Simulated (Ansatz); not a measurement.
Cost and result for the atomization energy of `IC1C=C1` (7 atoms, 7 bonds).

Total charge 0; spin multiplicity 1. Correlated methods include outer-core shells of I, which these sets cover unevenly. I takes the def2 core potential. All single points use the PBE0-D4/def2-TZVP geometry. Program: Ansatz. All runs use 2 threads of an Arm Neoverse V1 on a shared host. Times are those of one run each, without the atoms' runs, and a repeat can differ threefold. Electronic energies, without spin–orbit coupling; frozen cores. CCSD(T)/CBS adds CCSD(T) − MP2 in def2-TZVPP to the MP2 limit, and its time is that of the two runs behind it. T1 = 0.009. With those shells the extrapolation isn't a true limit.

CCSD(T)/CBS is a level of theory with its own doubt, some kJ/mol a heavy atom from the limit and from the frozen cores, so smaller differences don't rank the functionals.

```
                           level  functions  wall time  atomization (kJ/mol)  difference from CCSD(T)/CBS  per bond
              BLYP-D4/def2-TZVPP        185        2 s                2690.7                          6.6       0.9
            revPBE-D4/def2-TZVPP        185      2.1 s                2723.7                         39.6       5.7
 PBE-D4/def2-TZVPP (with forces)        185      2.6 s                2803.8                        119.7      17.1
              PBE0-D4/def2-TZVPP        185        3 s                2734.8                         50.7       7.2
         CAM-B3LYP-D4/def2-TZVPP        185      3.2 s                2679.2                         -4.9      -0.7
                CCSD(T)/def2-SVP         83      4.4 s                2554.9                       -129.2     -18.4
               B2PLYP/def2-TZVPP        185      6.5 s                2657.4                        -26.7      -3.8
              ωB97X-V/def2-TZVPP        185      8.5 s                2681.8                         -2.3      -0.3
               B97M-V/def2-TZVPP        185      9.5 s                2692.5                          8.4       1.2
ωB97M-V/def2-TZVPP (with forces)        185       12 s                2683.7                         -0.4      -0.1
                  MP2/def2-QZVPP        343       17 s                2736.8                         52.7       7.5
              CCSD(T)/def2-TZVPP        185       97 s                2604.7                        -79.4     -11.3
               CCSD(T)/CBS(def2)          –      110 s                2684.1                          0.0       0.0
```

From BLYP to BHLYP (50 % exact exchange), in def2-TZVPP and without D4, the atomization energy moves by −99.6 kJ/mol: exact exchange takes away binding that semilocal exchange gives to molecules. Leaving LDA and LC-ωPBE aside and taking each functional with its dispersion term where it has one, the values, not all of them listed here, spread over 226.6 kJ/mol, from BHLYP-D4 to PBE-D4. LDA lies +363.4 kJ/mol from PBE without D4, its usual overbinding. In def2-TZVPP, CCSD(T) changes the Hartree–Fock value by +723.3 kJ/mol (the triples alone add +60.3 kJ/mol) and MP2 by +808.9 kJ/mol; breaking electron pairs costs correlation energy, which Hartree–Fock lacks.

Spin–orbit coupling would lower the free I atoms strongly, and the atomization energy with them, by more than many differences here.
